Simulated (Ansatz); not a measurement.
AlCl3, relaxed as a singlet with RKS B3LYP-D4/def2-TZVP in Ansatz, starting from the GFN2-xTB geometry. Force threshold 0.02 eV/Å.

The structure comes from a short search, and lower isomers may exist.

Start:

Cartesian coordinates in Å:
```
Al -0.001 0.000 0.002
Cl -1.053 1.234 1.222
Cl -0.961 -1.423 -1.082
Cl 2.015 0.189 -0.141
```

**Question.** Estimate the energy that the relaxation releases and the steps that it takes.

**Answer.** 1.5 kcal/mol, in 3 steps; 6.5 s on 2 threads of Arm Neoverse V2 on a shared host. No frequencies were taken in this run, so the end may be a saddle point.

**Question.** Does the start keep its bonding and symmetry?

**Answer.** By distances, no bond broke or formed. The bond that changes most is Al1–Cl2, from 2.03 to 2.08 Å (atoms count from 1). Point group D3h at the start, D3h at the end, both within 0.05 Å.

**Question.** Predict the relaxed structure.

**Answer.** 
```xyz
4

Al    0.000    0.000    0.000
Cl   -1.078    1.262    1.250
Cl   -0.986   -1.456   -1.107
Cl    2.064    0.194   -0.143
```
Bond lengths: 3 × Al–Cl 2.08 Å.
